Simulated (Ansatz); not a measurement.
Input for Ansatz (a first-principles code): R-HF/def2-TZVPP on AsH3 (SMILES [AsH3]).

Ansatz 0.2 input:
```yaml
crystal:
  periodic: [false, false, false]
  atoms:
    - {symbol: As, position_ang: [0.00021130, 0.00018458, 0.03503269]}
    - {symbol: H, position_ang: [-0.28412457, 1.24490292, -0.77125441]}
    - {symbol: H, position_ang: [-0.94647322, -0.87053074, -0.75611380]}
    - {symbol: H, position_ang: [1.21673073, -0.38648535, -0.77171161]}
basis:
  gaussian:
    orbitals: def2-TZVPP
hamiltonian:
  xc: {name: HF}
accuracy: high
phonons: {}
scf: {lower_state_search: off}
```

Output:

```
WARN ansatz: RAYON_NUM_THREADS=2 ignored (pool sized by the plan → 2); use --threads N
Functional definition: HF
these checks for a lower state are left out or cut short: stability, starts, cluster_reference, orbital_swaps, neighbouring_geometries, increment
integrals: 0.09 GiB planned
1552 factors; integrals over basis functions are off by at most 2.9e-9 eV
mean field: 0.29 GiB planned
mean field evaluation 1: about -60842.2087 eV, gradient 8.8e0 eV
mean field evaluation 2: about -60842.3045 eV, gradient 9.0e0 eV
mean field evaluation 4: about -60842.7976 eV, gradient 7.0e-1 eV
mean field evaluation 8: about -60842.8005 eV, gradient 2.2e-2 eV
mean field evaluation 16: about -60842.8005 eV, gradient 4.3e-8 eV
mean field -60842.80053121 eV, -2235.9316787906 hartree, gradient 4.3e-8 eV, S^2 0.000000; 0 other end points of the search recorded, 0 dependent functions left out
the calculation of the forces begins
reference -60842.80053121 eV, -2235.9316787906 hartree; 18, 18 occupied and 72, 72 virtual orbitals, 1552 factors
these checks for a lower state are left out or cut short: stability, starts, cluster_reference, orbital_swaps, neighbouring_geometries, increment
integrals: 0.09 GiB planned
1552 factors; integrals over basis functions are off by at most 2.9e-9 eV
mean field: 0.29 GiB planned
mean field -60842.80045797 eV, -2235.9316760990 hartree, gradient 4.8e-8 eV, S^2 0.000000; 0 other end points of the search recorded, 0 dependent functions left out
the calculation of the forces begins
reference -60842.80045797 eV, -2235.9316760990 hartree; 18, 18 occupied and 72, 72 virtual orbitals, 1552 factors
these checks for a lower state are left out or cut short: stability, starts, cluster_reference, orbital_swaps, neighbouring_geometries, increment
integrals: 0.09 GiB planned
1552 factors; integrals over basis functions are off by at most 2.9e-9 eV
mean field: 0.29 GiB planned
mean field evaluation 32: about -60842.8005 eV, gradient 6.9e-9 eV
mean field -60842.80045769 eV, -2235.9316760887 hartree, gradient 4.7e-8 eV, S^2 0.000000; 0 other end points of the search recorded, 0 dependent functions left out
the calculation of the forces begins
reference -60842.80045769 eV, -2235.9316760887 hartree; 18, 18 occupied and 72, 72 virtual orbitals, 1552 factors
these checks for a lower state are left out or cut short: stability, starts, cluster_reference, orbital_swaps, neighbouring_geometries, increment
integrals: 0.09 GiB planned
1552 factors; integrals over basis functions are off by at most 2.9e-9 eV
mean field: 0.29 GiB planned
mean field -60842.80045995 eV, -2235.9316761716 hartree, gradient 5.0e-8 eV, S^2 0.000000; 0 other end points of the search recorded, 0 dependent functions left out
the calculation of the forces begins
reference -60842.80045995 eV, -2235.9316761716 hartree; 18, 18 occupied and 72, 72 virtual orbitals, 1552 factors
these checks for a lower state are left out or cut short: stability, starts, cluster_reference, orbital_swaps, neighbouring_geometries, increment
integrals: 0.09 GiB planned
1552 factors; integrals over basis functions are off by at most 2.9e-9 eV
mean field: 0.29 GiB planned
mean field -60842.80045964 eV, -2235.9316761605 hartree, gradient 4.9e-8 eV, S^2 0.000000; 0 other end points of the search recorded, 0 dependent functions left out
the calculation of the forces begins
reference -60842.80045964 eV, -2235.9316761605 hartree; 18, 18 occupied and 72, 72 virtual orbitals, 1552 factors
these checks for a lower state are left out or cut short: stability, starts, cluster_reference, orbital_swaps, neighbouring_geometries, increment
integrals: 0.09 GiB planned
1552 factors; integrals over basis functions are off by at most 2.9e-9 eV
mean field: 0.29 GiB planned
mean field -60842.80048417 eV, -2235.9316770620 hartree, gradient 2.7e-8 eV, S^2 0.000000; 0 other end points of the search recorded, 0 dependent functions left out
the calculation of the forces begins
reference -60842.80048417 eV, -2235.9316770620 hartree; 18, 18 occupied and 72, 72 virtual orbitals, 1552 factors
these checks for a lower state are left out or cut short: stability, starts, cluster_reference, orbital_swaps, neighbouring_geometries, increment
integrals: 0.09 GiB planned
1552 factors; integrals over basis functions are off by at most 2.9e-9 eV
mean field: 0.29 GiB planned
mean field evaluation 64: about -60842.8005 eV, gradient 1.2e-8 eV
mean field -60842.80048442 eV, -2235.9316770709 hartree, gradient 2.5e-8 eV, S^2 0.000000; 0 other end points of the search recorded, 0 dependent functions left out
the calculation of the forces begins
reference -60842.80048442 eV, -2235.9316770709 hartree; 18, 18 occupied and 72, 72 virtual orbitals, 1552 factors
these checks for a lower state are left out or cut short: stability, starts, cluster_reference, orbital_swaps, neighbouring_geometries, increment
integrals: 0.09 GiB planned
1552 factors; integrals over basis functions are off by at most 2.9e-9 eV
mean field: 0.29 GiB planned
mean field -60842.80051721 eV, -2235.9316782761 hartree, gradient 3.8e-8 eV, S^2 0.000000; 0 other end points of the search recorded, 0 dependent functions left out
the calculation of the forces begins
reference -60842.80051721 eV, -2235.9316782761 hartree; 18, 18 occupied and 72, 72 virtual orbitals, 1552 factors
these checks for a lower state are left out or cut short: stability, starts, cluster_reference, orbital_swaps, neighbouring_geometries, increment
integrals: 0.09 GiB planned
1552 factors; integrals over basis functions are off by at most 2.9e-9 eV
mean field: 0.29 GiB planned
mean field -60842.80051719 eV, -2235.9316782752 hartree, gradient 3.7e-8 eV, S^2 0.000000; 0 other end points of the search recorded, 0 dependent functions left out
the calculation of the forces begins
reference -60842.80051719 eV, -2235.9316782752 hartree; 18, 18 occupied and 72, 72 virtual orbitals, 1552 factors
these checks for a lower state are left out or cut short: stability, starts, cluster_reference, orbital_swaps, neighbouring_geometries, increment
integrals: 0.09 GiB planned
1552 factors; integrals over basis functions are off by at most 2.9e-9 eV
mean field: 0.29 GiB planned
mean field -60842.80050209 eV, -2235.9316777204 hartree, gradient 4.3e-8 eV, S^2 0.000000; 0 other end points of the search recorded, 0 dependent functions left out
the calculation of the forces begins
reference -60842.80050209 eV, -2235.9316777204 hartree; 18, 18 occupied and 72, 72 virtual orbitals, 1552 factors
these checks for a lower state are left out or cut short: stability, starts, cluster_reference, orbital_swaps, neighbouring_geometries, increment
integrals: 0.09 GiB planned
1552 factors; integrals over basis functions are off by at most 2.9e-9 eV
mean field: 0.29 GiB planned
mean field evaluation 96: about -60842.8005 eV, gradient 2.0e-4 eV
mean field -60842.80050215 eV, -2235.9316777226 hartree, gradient 4.4e-8 eV, S^2 0.000000; 0 other end points of the search recorded, 0 dependent functions left out
the calculation of the forces begins
reference -60842.80050215 eV, -2235.9316777226 hartree; 18, 18 occupied and 72, 72 virtual orbitals, 1552 factors
these checks for a lower state are left out or cut short: stability, starts, cluster_reference, orbital_swaps, neighbouring_geometries, increment
integrals: 0.09 GiB planned
1552 factors; integrals over basis functions are off by at most 2.9e-9 eV
mean field: 0.29 GiB planned
mean field -60842.80050546 eV, -2235.9316778441 hartree, gradient 4.1e-8 eV, S^2 0.000000; 0 other end points of the search recorded, 0 dependent functions left out
the calculation of the forces begins
reference -60842.80050546 eV, -2235.9316778441 hartree; 18, 18 occupied and 72, 72 virtual orbitals, 1552 factors
these checks for a lower state are left out or cut short: stability, starts, cluster_reference, orbital_swaps, neighbouring_geometries, increment
integrals: 0.09 GiB planned
1552 factors; integrals over basis functions are off by at most 2.9e-9 eV
mean field: 0.29 GiB planned
mean field -60842.80050549 eV, -2235.9316778453 hartree, gradient 4.1e-8 eV, S^2 0.000000; 0 other end points of the search recorded, 0 dependent functions left out
the calculation of the forces begins
reference -60842.80050549 eV, -2235.9316778453 hartree; 18, 18 occupied and 72, 72 virtual orbitals, 1552 factors
these checks for a lower state are left out or cut short: stability, starts, cluster_reference, orbital_swaps, neighbouring_geometries, increment
integrals: 0.09 GiB planned
1552 factors; integrals over basis functions are off by at most 2.9e-9 eV
mean field: 0.29 GiB planned
mean field -60842.80051110 eV, -2235.9316780514 hartree, gradient 3.7e-8 eV, S^2 0.000000; 0 other end points of the search recorded, 0 dependent functions left out
the calculation of the forces begins
reference -60842.80051110 eV, -2235.9316780514 hartree; 18, 18 occupied and 72, 72 virtual orbitals, 1552 factors
these checks for a lower state are left out or cut short: stability, starts, cluster_reference, orbital_swaps, neighbouring_geometries, increment
integrals: 0.09 GiB planned
1552 factors; integrals over basis functions are off by at most 2.9e-9 eV
mean field: 0.29 GiB planned
mean field evaluation 128: about -60842.8005 eV, gradient 2.3e-4 eV
mean field -60842.80051110 eV, -2235.9316780515 hartree, gradient 3.6e-8 eV, S^2 0.000000; 0 other end points of the search recorded, 0 dependent functions left out
the calculation of the forces begins
reference -60842.80051110 eV, -2235.9316780515 hartree; 18, 18 occupied and 72, 72 virtual orbitals, 1552 factors
Total energy: -60842.80053121 eV, -2235.9316787906 hartree
Atom 0 at     0.000211     0.000185     0.035033 Å, force    -0.000000     0.000000     0.000000 eV/Å
Atom 1 at    -0.284125     1.244903    -0.771254 Å, force    -0.000000     0.000000    -0.000000 eV/Å
Atom 2 at    -0.946473    -0.870531    -0.756114 Å, force     0.000000    -0.000000    -0.000000 eV/Å
Atom 3 at     1.216731    -0.386485    -0.771712 Å, force    -0.000000    -0.000000    -0.000000 eV/Å
Dipole moment:    -0.000531    -0.000464    -0.088038 e Å
Vibrations: 1005.36 1107.21 1107.22 2322.41 2322.41 2326.16 cm⁻¹, zero-point energy 0.631748 eV
Checks for a lower state left out: stability, starts, cluster_reference, orbital_swaps, neighbouring_geometries, increment
```

Self-consistency was reached.

Cost: roughly 50 core-seconds.
